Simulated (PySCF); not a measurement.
**Stretching NaTe**

Set-up: PySCF, scalar-relativistic core potentials, basis sets Na def2-SVPD, Te def2-SVPD with ECP28. Energies in eV from Na + Te in their ground configurations at the same level. State: ²Π (doublet), unpaired electrons π ↑.

```tsv
R (Å)	UHF-SCS-MP2	UHF-CCSD
2.426	-1.373	
2.539	-1.669	-1.674
2.652	-1.842	-1.847
2.736	-1.913	-1.917
2.821	-1.944	-1.949
2.906	-1.946	-1.951
3.018	-1.914	-1.919
3.159	-1.833	-1.839
3.329	-1.698	-1.704
3.554	-1.482
```

Q: Put a parabola through the three lowest points of the UHF-SCS-MP2 curve and estimate Re, k and ωe (reduced mass 19.53 u; 1 eV/Å² = 0.16022 mdyn/Å; ωe = 1302.8·√(k/μ) cm⁻¹).

A: Through R = 2.821, 2.906, 3.018 Å the second-order coefficient is 1.57 eV/Å², so Re ≈ 2.871 Å, k ≈ 0.503 mdyn/Å and ωe ≈ 209 cm⁻¹. A polynomial fit of higher order to the unrounded UHF-SCS-MP2 energies gives Re = 2.869 Å, k = 0.577 mdyn/Å, ωe = 224 cm⁻¹; anharmonicity and rounding make the difference.

The higher-order fit for each curve: UHF-SCS-MP2: Re = 2.869 Å, ωe = 224 cm⁻¹, De = 1.95 eV; UHF-CCSD: Re = 2.869 Å, ωe = 224 cm⁻¹, De = 1.95 eV.

Correlated steps freeze 5 core orbitals. Correlated levels converge slowly with the basis: in double zeta they bind strong bonds too weakly, by up to about 1 eV, and carry superposition errors of some tenths. These are scalar-relativistic numbers at best; spin–orbit coupling would shift them, the dissociation energy most. The state was picked by a PBE0 search and need not be the measured ground state.
